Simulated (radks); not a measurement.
Values are calculated unless marked as measured or tabulated.
Question: The table gives one normalised radial function P(r) = r R(r) of Au2+ in [Xe] 4f14 5d8.75 6s0.25 (r in bohr). Level of theory: non-relativistic Kohn-Sham, BLYP, spin-polarised, spherical densities, point nucleus; open shells are filled with parallel spins first (spin-orbit coupling, left out, can overturn this in heavy ions); relativity is left out, which matters for an element this heavy (a radial shooting solver on a logarithmic mesh with Libxc functionals).

r           P
0.002125   0.0043
0.002474   0.0058
0.00288    0.0077
0.003352   0.0102
0.003903   0.0136
0.004543   0.0179
0.005247   0.0232
0.006108   0.0304
0.007111   0.0396
0.008279   0.0512
0.009638   0.0656
0.01122    0.0833
0.01306    0.1047
0.01521    0.1297
0.0177     0.1582
0.02044    0.1876
0.0238     0.2195
0.02771    0.2497
0.03225    0.2739
0.03755    0.2868
0.04371    0.2817
0.05089    0.2517
0.05924    0.1912
0.06897    0.0980
0.07965   -0.0169
0.09273   -0.1541
0.108     -0.2856
0.1257    -0.3809
0.1463    -0.4067
0.1703    -0.3377
0.1983    -0.1688
0.2308     0.0747
0.2687     0.3355
0.3103     0.5284
0.3613     0.6032
0.4206     0.5019
0.4896     0.2300
0.57      -0.1550
0.6636    -0.5617
0.7725    -0.8949
0.8994    -1.0854
1.047     -1.1091
1.209     -0.9985
1.408     -0.7948
1.639     -0.5645
1.908     -0.3574
2.221     -0.2006
2.586     -0.0986
3.01      -0.0418
3.504     -0.0150
4.079     -0.0044
4.711     -0.0011
5.484     -0.0002
6.385     0.0000
7.433     0.0000
8.653     0.0000

Which n and l does it have? It may be an empty orbital.

Answer: n = 5, l = 1: the number of nodes gives n - l - 1 = 3, the rise at small r (about r^(l+1)) gives l, and the extent must fit the shell. The curve is that of 5p up; the table hardly tells the two spins apart. 5p up: eigenvalue -76.531 eV, 3 radial nodes at r = 0.0781, 0.221, 0.538 bohr, <r> = 1.11 bohr, 90 % of the charge inside 1.61 bohr.
